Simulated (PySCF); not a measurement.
Mapped SMILES: `[NH3+:1][B-:2]([F:3])([F:4])[F:5]` (H(Xn): hydrogen on atom n).

Geometry: PBE0-D3(BJ)/def2-SVP; GIAO absolute shieldings from PySCF 2.14, gas phase, non-relativistic, averaged over equivalent atoms.

At PBE0/pcSseg-1 (100 basis functions, 7.9 s wall time on 1 thread of an x86-64 server CPU, shared host):
```tsv
atoms	σ (ppm)
N1	210.6
B2	102.6
F3/F4/F5	336.2
H(N1)	28.91
```

Predict the values at KT3/pcSseg-2 on the same geometry.

Answers


```json
{"atoms": "N1", "σ at KT3/pcSseg-2": "208.7", "change": "-1.9"}
{"atoms": "B2", "σ at KT3/pcSseg-2": "100.1", "change": "-2.5"}
{"atoms": "F3/F4/F5", "σ at KT3/pcSseg-2": "331.3", "change": "-4.9"}
{"atoms": "H(N1)", "σ at KT3/pcSseg-2": "28.86", "change": "-0.05"}
```

The largest change is at F3/F4/F5 (fluorine bonded to B). Cost: 222 basis functions, 34 s wall time on 1 thread of an x86-64 server CPU, shared host.
